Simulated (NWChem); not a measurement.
System: MoNHF4; SMILES [NH]=[Mo]([F])([F])([F])[F]

Parts of the log:

```
             Northwest Computational Chemistry Package (NWChem) 7.3.0
             --------------------------------------------------------

 C4V symmetry detected

                             Geometry "geometry" -> ""
                             -------------------------

 Output coordinates in angstroms (scale by  1.889725989 to convert to a.u.)

  No.       Tag          Charge          X              Y              Z
 ---- ---------------- ---------- -------------- -------------- --------------
    1 Mo                  42.0000     0.00000000     0.00000000    -0.02627592
    2 N                    7.0000     0.00000000     0.00000000    -1.69784792
    3 H                    1.0000     0.00000000     0.00000000    -2.71590292
    4 F                    9.0000     1.78585335     0.00000000     0.43623408
    5 F                    9.0000    -1.78585335     0.00000000     0.43623408
    6 F                    9.0000     0.00000000    -1.78585335     0.43623408
    7 F                    9.0000     0.00000000     1.78585335     0.43623408

 Effective nuclear repulsion energy (a.u.)     683.7637536233

      Symmetry information
      --------------------

 Group name             C4v
 Group number             18
 Group order               8
 No. of unique centers     4

                                 NWChem DFT Module
                                 -----------------

 Summary of "ao basis" -> "ao basis" (spherical)
 ------------------------------------------------------------------------------
       Tag                 Description            Shells   Functions and Types
 ---------------- ------------------------------  ------  ---------------------
 Mo                         def2-svp                11       31   5s3p2d1f
 N                          def2-svp                 6       14   3s2p1d
 H                          def2-svp                 3        5   2s1p
 F                          def2-svp                 6       14   3s2p1d

      Symmetry analysis of basis
      --------------------------

        a1         30
        a2          4
        b1         14
        b2          8
        e          50

            General Information
            -------------------
          SCF calculation type: DFT
          Wavefunction type:  closed shell.
          No. of atoms     :     7
          No. of electrons :    58
           Alpha electrons :    29
            Beta electrons :    29
          Charge           :     0
          Spin multiplicity:     1
          Use of symmetry is: on ; symmetry adaption is: on
          Maximum number of iterations: 150
          AO basis - number of functions:   106
                     number of shells:    44
          Convergence on energy requested:  1.00D-06
          Convergence on density requested:  1.00D-05
          Convergence on gradient requested:  5.00D-04

              XC Information
              --------------
                         MN15 Method XC Functional
                     Hartree-Fock (Exact) Exchange  0.440
                          MN15 Exchange Functional  1.000
                        MN15 Correlation Potential  1.000

             Grid Information
             ----------------
          Grid used for XC integration:  fine
          Radial quadrature: Mura-Knowles
          Angular quadrature: Lebedev.
          Tag              B.-S. Rad. Rad. Pts. Rad. Cut. Ang. Pts.
          ---              ---------- --------- --------- ---------
          Mo                  1.45      141          10.0       974
          N                   0.65       70           8.0       590
          H                   0.35       60          11.0       590
          F                   0.50       70          10.0       590
          Grid pruning is: on
          Number of quadrature shells:   341
          Spatial weights used:  Erf1

      Superposition of Atomic Density Guess
      -------------------------------------

 Sum of atomic energies:        -529.20549401

      Non-variational initial energy
      ------------------------------

 Total energy =    -519.456865
 1-e energy   =   -1396.073333
 2-e energy   =     549.557302
 HOMO         =      -0.411507
 LUMO         =      -0.051520

      Symmetry analysis of molecular orbitals - initial
      -------------------------------------------------

  Numbering of irreducible representations:

     1 a1          2 a2          3 b1          4 b2          5 e

  Orbital symmetries:

     1 a1          2 b1          3 e           4 e           5 a1
     6 a1          7 a1          8 e           9 e          10 a1
    11 b1         12 e          13 e          14 a1         15 b1
    16 b2         17 a1         18 e          19 e          20 a1
    21 e          22 e          23 b1         24 e          25 e
    26 a2         27 a1         28 e          29 e          30 b2
    31 a1         32 e          33 e          34 a1         35 a1
    36 e          37 e          38 b1         39 a1

     ---------------------------------------------
      Total Density - Mulliken Population Analysis
     ---------------------------------------------

[...]

                         DFT ENERGY GRADIENTS

    atom               coordinates                        gradient
                 x          y          z           x          y          z
   1 Mo      0.000000   0.000000  -0.049654    0.000000   0.000000  -0.005618
   2 N       0.000000   0.000000  -3.208467    0.000000   0.000000  -0.002147
   3 H       0.000000   0.000000  -5.132312    0.000000   0.000000   0.002760
   4 F       3.374773   0.000000   0.824363    0.002487   0.000000   0.001251
   5 F      -3.374773   0.000000   0.824363   -0.002487   0.000000   0.001251
   6 F       0.000000  -3.374773   0.824363    0.000000  -0.002487   0.001251
   7 F       0.000000   3.374773   0.824363    0.000000   0.002487   0.001251
```

Level: MN15/def2-SVP with def2 effective core potentials on Mo. Coordinates come from a PBE0/def2-SVP optimisation. Not confirmed as a minimum by frequencies. def2 effective core potentials on Mo; no spin-orbit coupling.

Write an input that gives this output.

This is not unique; one that fits is the input that was run:
```
start job
memory heap 200 mb stack 900 mb global 1100 mb
geometry units angstroms noautoz
  Mo     0.000000     0.000000    -0.037934
  N      0.000000     0.000000    -1.709506
  H      0.000000     0.000000    -2.727561
  F     -1.147178    -1.368669     0.424576
  F      1.147178     1.368669     0.424576
  F     -1.368669     1.147178     0.424576
  F      1.368669    -1.147178     0.424576
end
basis spherical
  Mo library def2-svp
  N library def2-svp
  H library def2-svp
  F library def2-svp
end
ecp
  Mo library def2-ecp
end
dft
  xc mn15
  grid fine
  iterations 150
  mulliken
end
task dft gradient
```
